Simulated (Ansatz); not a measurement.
Consider the ligand exchange at the Si–C bond: `C=C([SiH3])C[SiH3]` + `C=C(N)S` → `C=C(N)S[SiH3]` + `C=CC[SiH3]`.

Isolated molecules relaxed with PBE0-D4/def2-TZVP in Ansatz; ΔE leaves out vibrations. CBS: MP2 limit from def2 TZ/QZ plus the TZ coupled-cluster correction, frozen cores. Functionals use def2-TZVPP. B3LYP here is the variant with VWN-RPA as its local correlation; programs differ in this. One conformer a species, not always the lowest.

`C=C([SiH3])C[SiH3]`:

Z-matrix (Å, degrees):
```
Si
C 1 1.870
H 1 1.488 2 111.3
H 1 1.490 2 109.6 3 118.4
H 1 1.485 2 109.5 3 -121.2
C 2 1.501 1 118.8 3 -57.1
C 2 1.334 1 119.1 3 122.8
Si 6 1.888 2 111.5 1 88.9
H 6 1.095 2 111.7 1 -32.3
H 6 1.096 2 111.0 1 -151.6
H 7 1.085 2 121.9 1 -1.3
H 7 1.089 2 121.7 1 178.5
H 8 1.486 6 109.2 2 64.5
H 8 1.486 6 110.6 2 -55.3
H 8 1.489 6 110.1 2 -175.7
```

`C=C(N)S`:

Z-matrix (Å, degrees):
```
C
C 1 1.335
H 1 1.084 2 120.3
H 1 1.080 2 121.7 3 178.1
N 2 1.384 1 125.4 3 -8.3
S 2 1.770 1 124.1 3 176.6
H 5 1.008 2 115.2 1 139.0
H 5 1.008 2 114.5 1 5.4
H 6 1.340 2 95.9 1 -27.6
```

`C=C(N)S[SiH3]`:

```xyz
12

C     0.611    2.036    0.262
C     0.574    0.705    0.186
N     0.467   -0.161    1.265
S     0.606   -0.104   -1.391
Si   -0.997   -1.498   -1.087
H     0.553    2.644   -0.628
H     0.686    2.534    1.222
H     1.061   -0.975    1.207
H     0.522    0.292    2.166
H    -1.248   -2.046   -2.445
H    -2.203   -0.807   -0.572
H    -0.631   -2.619   -0.185
```

`C=CC[SiH3]`:

Cartesian coordinates in Å:
```
C -0.995 0.153 1.784
C 0.122 -0.046 1.095
C 0.491 0.647 -0.171
Si 0.312 -0.501 -1.657
H -1.732 0.886 1.471
H -1.210 -0.410 2.683
H 0.827 -0.796 1.449
H 1.531 0.989 -0.141
H -0.140 1.525 -0.337
H -1.116 -0.871 -1.845
H 0.807 0.166 -2.893
H 1.103 -1.743 -1.439
```

```json
{"level": "LDA (SPW92)", "ΔE (kJ/mol)": "-61.9"}
{"level": "ωB97M-V", "ΔE (kJ/mol)": "-64.7"}
{"level": "PBE", "ΔE (kJ/mol)": "-66.4"}
{"level": "r2SCAN", "ΔE (kJ/mol)": "-67.4"}
{"level": "B3LYP", "ΔE (kJ/mol)": "-65.7"}
{"level": "r2SCAN0", "ΔE (kJ/mol)": "-68.4"}
{"level": "CCSD(T)/def2-SVP", "ΔE (kJ/mol)": "-61.8"}
{"level": "CCSD/CBS(def2)", "ΔE (kJ/mol)": "-65.4"}
```

What does CCSD(T)/CBS give? (Best estimate.)

Ansatz gave: -65.1 kJ/mol. The listed levels differ from it by 3.2, 0.4, -1.3, -2.3, -0.6, -3.3, 3.3, -0.3 kJ/mol.

Largest T1 diagnostic among the species: 0.012.

Leaving LDA and LC-ωPBE aside and taking each functional with its dispersion term where it has one, the values, not all of them listed here, spread over 6.0 kJ/mol, from r2SCAN0-D4 to BLYP-D4. LDA lies +4.5 kJ/mol from PBE without D4. At CCSD(T), def2-SVP lies +3.3 kJ/mol from the extrapolated value and def2-TZVPP +2.0 kJ/mol. In def2-TZVPP, CCSD(T) changes the Hartree–Fock value by +5.9 kJ/mol (the triples alone add +0.3 kJ/mol) and MP2 by +3.5 kJ/mol.
